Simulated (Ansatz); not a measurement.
Ansatz (a program for electronic structure) input (CCSD(T)/cc-pVTZ):

Ansatz 0.2 input:
```yaml
crystal:
  periodic: [false, false, false]
  atoms:
    - {symbol: Ge, position_ang: [-0.00000000, -0.00000000, -0.04867710]}
    - {symbol: H, position_ang: [0.00000000, 0.00000000, 1.55766720]}
basis:
  gaussian:
    orbitals: cc-pVTZ
magnetization: {spin_polarized: true, initial_magnetization: 1}
correlation: {method: ccsd_t, electrons: outside_noble_gas}
```

End of the output:

```
integrals: 0.03 GiB planned
358 factors; integrals over basis functions are off by at most 1.1e-3 eV
mean field: 0.10 GiB planned
mean field evaluation 1: about -56488.6634 eV, gradient 5.2e0 eV
mean field evaluation 2: about -56488.6635 eV, gradient 5.2e0 eV
mean field evaluation 4: about -56489.0312 eV, gradient 7.6e-1 eV
mean field evaluation 8: about -56489.0368 eV, gradient 1.0e-3 eV
mean field evaluation 16: about -56488.4554 eV, gradient 5.8e0 eV
mean field evaluation 32: about -56489.0296 eV, gradient 1.7e-1 eV
mean field evaluation 64: about -56486.5102 eV, gradient 3.6e0 eV
mean field evaluation 96: about -56489.0368 eV, gradient 1.9e-3 eV
mean field evaluation 128: about -56486.7774 eV, gradient 6.8e-2 eV
mean field -56489.03681123 eV, -2075.9338131684 hartree, gradient 3.7e-6 eV, S^2 0.764569; 7 other end points of the search recorded, 0 dependent functions left out
determinant -56489.03681123 eV, -2075.9338131684 hartree, with singles and doubles -56491.72809342 eV, -2076.0327159644 hartree
determinant -56486.77755170 eV, -2075.8507869119 hartree, with singles and doubles -56489.09787170 eV, -2075.9360570991 hartree
determinant -56486.76023504 eV, -2075.8501505363 hartree, with singles and doubles -56489.20290740 eV, -2075.9399170901 hartree
14 core orbitals not correlated
reference -56489.03681123 eV, -2075.9338131684 hartree; 3, 2 occupied and 40, 41 virtual orbitals, 358 factors
second order -2.05349576 eV of doubles, -0.00000000 eV of singles
coupled cluster: 0.09 GiB planned
cycle   1  -2.61842604 eV  change   -1.9e-1 eV  update   1.8e-2
cycle   2  -2.62245855 eV  change   -4.0e-3 eV  update   4.1e-3
cycle   3  -2.62402789 eV  change   -1.6e-3 eV  update   1.2e-3
cycle   4  -2.62463896 eV  change   -6.1e-4 eV  update   3.3e-4
cycle   5  -2.62473398 eV  change   -9.5e-5 eV  update   9.7e-5
cycle   6  -2.62475976 eV  change   -2.6e-5 eV  update   3.0e-5
cycle   7  -2.62476883 eV  change   -9.1e-6 eV  update   1.2e-5
cycle   8  -2.62476731 eV  change    1.5e-6 eV  update   4.6e-6
perturbative correction -0.06830192 eV, -0.0025100494 hartree
Total energy: -56491.72988047 eV, -2076.0327816375 hartree
```
